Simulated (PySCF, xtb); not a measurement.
trisilylphosphine (H9PSi3), SMILES [SiH3]P([SiH3])[SiH3].

Harmonic wavenumbers (cm⁻¹) from GFN2-xTB (xtb) at its own minimum, in rising order: 81, 82, 95, 106, 107, 124, 419, 478, 479, 490, 490, 498, 545, 574, 574, 747, 747, 753, 753, 761, 772, 783, 787, 788, 2211, 2211, 2231, 2263, 2263, 2265, 2272, 2283, 2283.

Q: What does PBE0-D3(BJ)/def2-SVP (PySCF 2.14.0) give at its own minimum? (Estimate from the structure and the level; the computed values follow.)

A: 56, 102, 102, 123, 124, 131, 411, 463, 463, 523, 563, 563, 628, 630, 630, 873, 873, 919, 923, 923, 934, 937, 940, 940, 2210, 2210, 2217, 2234, 2234, 2238, 2241, 2244, 2244. Paired by order, the mean absolute difference is 63 cm⁻¹ and the zero-point energies are 46.2 and 48.4 kcal/mol.
